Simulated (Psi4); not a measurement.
sulfur dioxide (O2S), singlet, at a GFN2-xTB geometry; SVWN/def2-SVP (Psi4).

Input for Psi4:
```
memory 2 GB

molecule {
0 1
S     0.01393578   -0.00400644    0.37782868
O    -0.03321683    1.22242899   -0.36419754
O     0.00534526   -1.21441610   -0.39145982
}

set {
  basis def2-svp
  cholesky_tolerance 1e-3
  scf_type cd
}

energy('svwn')
print_variables()
```

**Question.** Write the output that Psi4 gives for this input, abridged.

**Answer.** 
```
   => Loading Basis Set <=

    Name: DEF2-SVP
    Role: ORBITAL
    Keyword: BASIS

         ---------------------------------------------------------
                                   SCF
               by Justin Turney, Rob Parrish, Andy Simmonett
                          and Daniel G. A. Smith
                              RKS Reference
         ---------------------------------------------------------

  ==> Geometry <==

    Molecular point group: c2v
    Full point group: C2v

    Geometry (in Angstrom), charge = 0, multiplicity = 1:

       Center              X                  Y                   Z               Mass
    ------------   -----------------  -----------------  -----------------  -----------------
         S            0.000000000000     0.000000000000     0.378211797971    31.972071174400
         O           -0.000000000000     1.218651330298    -0.378001846566    15.994914619570
         O            0.000000000000    -1.218651330298    -0.378001846566    15.994914619570

  Running in c2v symmetry.

  Rotational constants: A =      1.84351  B =      0.35483  C =      0.29756 [cm^-1]
  Rotational constants: A =  55267.12166  B =  10637.66584  C =   8920.64438 [MHz]
  Nuclear repulsion =  108.350886944287893

  Charge       = 0
  Multiplicity = 1
  Electrons    = 32
  Nalpha       = 16
  Nbeta        = 16

  ==> Algorithm <==

  SCF Algorithm Type is CD.
  DIIS enabled.
  MOM disabled.
  Fractional occupation disabled.
  Guess Type is SAD.
  Energy threshold   = 1.00e-06
  Density threshold  = 1.00e-06
  Integral threshold = 1.00e-12

  ==> Primary Basis <==

  Basis Set: DEF2-SVP
    Blend: DEF2-SVP
    Number of shells: 20
    Number of basis functions: 46
    Number of Cartesian functions: 49
    Spherical Harmonics?: true
    Max angular momentum: 2

  ==> DFT Potential <==

   => LibXC <=

    Version 7.1.2
    S. Lehtola, C. Steigemann, M. J. T. Oliveira, and M. A. L. Marques,  SoftwareX 7, 1–5 (2018) (10.1016/j.softx.2017.11.002)

   => Composite Functional: SVWN <=

    Slater exchange
    Vosko, Wilk & Nusair (VWN5_RPA)
    P. A. M. Dirac,  Math. Proc. Cambridge Philos. Soc. 26, 376 (1930) (10.1017/S0305004100016108)
    F. Bloch,  Z. Phys. 57, 545 (1929) (10.1007/BF01340281)
    S. H. Vosko, L. Wilk, and M. Nusair,  Can. J. Phys. 58, 1200 (1980) (10.1139/p80-159)

    Deriv               =              1
    GGA                 =          FALSE
    Meta                =          FALSE

    Exchange Hybrid     =          FALSE
    MP2 Hybrid          =          FALSE

   => Exchange Functionals <=

    1.0000         XC_LDA_X

   => Correlation Functionals <=

    1.0000   XC_LDA_C_VWN_RPA

   => LibXC Density Thresholds  <==

    XC_LDA_C_VWN_RPA:  1.00E-15
    XC_LDA_X:  1.00E-15

   => Molecular Quadrature <=

    Radial Scheme          =       TREUTLER
    Pruning Scheme         =           NONE
    Nuclear Scheme         =       TREUTLER

    Blocking Scheme        =         OCTREE
    BS radius alpha        =              1
    Pruning alpha          =              1
    Radial Points          =             75
    Spherical Points       =            302
    Total Points           =          63459
    Total Blocks           =            546
    Max Points             =            255
    Max Functions          =             45
    Weights Tolerance      =       1.00E-15

  ==> Integral Setup <==

  ==> CDJK: Cholesky-decomposed J/K Matrices <==

    J tasked:                     Yes
    K tasked:                      No
    wK tasked:                     No
    Integrals threads:              1
    Algorithm:                   Core
    Integral Cache:              NONE
    Schwarz Cutoff:             1E-12
    Cholesky tolerance:      1.00E-03
    No. Cholesky vectors:         179

  Minimum eigenvalue in the overlap matrix is 1.5922378627E-02.
  Reciprocal condition number of the overlap matrix is 4.7826893672E-03.
    Using symmetric orthogonalization.

  ==> Pre-Iterations <==

  SCF Guess: Superposition of Atomic Densities via on-the-fly atomic UHF (no occupation information).

   -------------------------
    Irrep   Nso     Nmo
   -------------------------
     A1        19      19
     A2         5       5
     B1         8       8
     B2        14      14
   -------------------------
    Total      46      46
   -------------------------

  ==> Iterations <==

                        Total Energy        Delta E     RMS |[F,P]|

   @RKS iter SAD:  -546.69761422637509   -5.46698e+02   0.00000e+00
   @RKS iter   1:  -546.28982643036261    4.07788e-01   3.43077e-02 ADIIS/DIIS
   @RKS iter   2:  -544.98410461340268    1.30572e+00   7.71313e-02 ADIIS/DIIS
   @RKS iter   3:  -546.50936685653562   -1.52526e+00   1.76178e-02 ADIIS/DIIS
   @RKS iter   4:  -546.58401399801892   -7.46471e-02   7.23098e-04 ADIIS/DIIS
   @RKS iter   5:  -546.58414287078995   -1.28873e-04   1.93683e-04 ADIIS/DIIS
   @RKS iter   6:  -546.58415183457339   -8.96378e-06   2.17922e-05 DIIS
   @RKS iter   7:  -546.58415197825218   -1.43679e-07   3.30539e-06 DIIS
   @RKS iter   8:  -546.58415198086323   -2.61105e-09   6.61773e-07 DIIS
  Energy and wave function converged.

  ==> Post-Iterations <==

   Electrons on quadrature grid:
      Ntotal   =   31.9999875575 ; deviation = -1.244e-05

    Orbital Energies [Eh]
    ---------------------

    Doubly Occupied:

[...]
       8A1    -0.305563

    Virtual:

[...]
    Final Occupation by Irrep:
             A1    A2    B1    B2
    DOCC [     8,    1,    2,    5 ]
    NA   [     8,    1,    2,    5 ]
    NB   [     8,    1,    2,    5 ]

  @RKS Final Energy:  -546.58415198086323

   => Energetics <=

    Nuclear Repulsion Energy =            108.3508869442878932
    One-Electron Energy =                -970.4078636678311796
    Two-Electron Energy =                 356.5581198870941648
    DFT Exchange-Correlation Energy =     -41.0852951444141397
    Empirical Dispersion Energy =           0.0000000000000000
    VV10 Nonlocal Energy =                  0.0000000000000000
    Total Energy =                       -546.5841519808632256

Computation Completed

Properties will be evaluated at   0.000000,   0.000000,   0.000000 [a0]

Properties computed using the SCF density matrix

 Multipole Moments:

 ------------------------------------------------------------------------------------
     Multipole            Electronic (a.u.)      Nuclear  (a.u.)        Total (a.u.)
 ------------------------------------------------------------------------------------

 L = 1.  Multiply by 2.5417464519 to convert [e a0] to [Debye]
 Dipole X            :          0.0000000            0.0000000            0.0000000
 Dipole Y            :          0.0000000            0.0000000            0.0000000
 Dipole Z            :          0.6676884            0.0063480            0.6740365
 Magnitude           :                                                    0.6740365

 ------------------------------------------------------------------------------------

  Variable Map:
  ----------------------------------------------------------------------------
[...]
  Array Variable Map:
  ----------------------------------------------------------------------------
[...]
[...]
```
